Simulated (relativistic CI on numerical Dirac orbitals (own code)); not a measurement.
**Cd4+: 4d valence photoemission**

Computed with this model: Dirac-Coulomb-Breit CI, separate exchange-only KLI orbitals for each configuration, model QED (radiative potential, 1s self-energy scaled to tabulated hydrogen-like ionisation energies), valence Slater integrals scaled by 0.9, multiplet model of photoemission in the sudden approximation; configurations [Kr] 4d8 → [Kr] 4d7; 300 K; Lorentzian 0.42 eV and Gaussian 0.5 eV FWHM. Energies are those of the free ion, without screening or charge transfer. The energies are binding energies and can lie tens of eV above those of solids. S is read from ⟨S²⟩ = S(S + 1).

Field parameters in Wybourne normalisation: D3d B²₀ = −7Dσ, B⁴₀ = −14Dq − 21Dτ, B⁴₃ = −14√(10/7) Dq; Oh B⁴₀ = 21Dq, B⁴₄ = √(5/14) B⁴₀; Td as Oh with Dq negative (B⁴₀ = 21Dq, B⁴₄ = √(5/14) B⁴₀). The field is a parameter set, without covalency.

free ion: ground-state S = 0.99, centroid 70.05 eV. Peaks (eV, height): 68.3 (100), 70.6 (93), 71.4 (77), 73.6 (8).

Oh, 10Dq = 20850 cm⁻¹: ground-state S = 1.00, centroid 70.41 eV. Peaks (eV, height): 69.4 (100), 71.9 (39).

Td, 10Dq = -11650 cm⁻¹: ground-state S = 1.00, centroid 70.16 eV. Peaks (eV, height): 67.9 (56), 69.1 (71), 70.5 (100), 71.7 (44).

D3d, 10Dq = 31450, Dσ = -250, Dτ = 280 cm⁻¹: ground-state S = 1.00, centroid 70.63 eV. Peaks (eV, height): 68.7 (71), 70.3 (100), 72.5 (52).

Td, 10Dq = -7900 cm⁻¹: ground-state S = 1.00, centroid 70.12 eV. Peaks (eV, height): 68.1 (74), 68.9 (91), 70.6 (100), 74.0 (6).

D3d, 10Dq = 40550, Dσ = 230, Dτ = -160 cm⁻¹: ground-state S = 1.00, centroid 70.77 eV. Peaks (eV, height): 68.2 (66), 70.7 (100), 72.9 (50).

Strongest unbroadened transitions for Td, 10Dq = -11650 cm⁻¹:

| Energy (eV) | Relative strength |
| --- | --- |
| 67.90 | 85.7 |
| 69.12 | 100.0 |
| 69.49 | 14.1 |
| 70.22 | 11.9 |
| 70.41 | 15.1 |
| 70.49 | 64.0 |
| 70.54 | 55.0 |
| 70.81 | 24.2 |
| 71.49 | 19.4 |
| 71.50 | 19.1 |
| 71.99 | 39.9 |
| 72.28 | 9.6 |
| 72.58 | 8.6 |
| 73.01 | 6.7 |
| 74.28 | 2.7 |
| 75.06 | 1.3 |
| 77.80 | 2.6 |
| 77.93 | 1.3 |
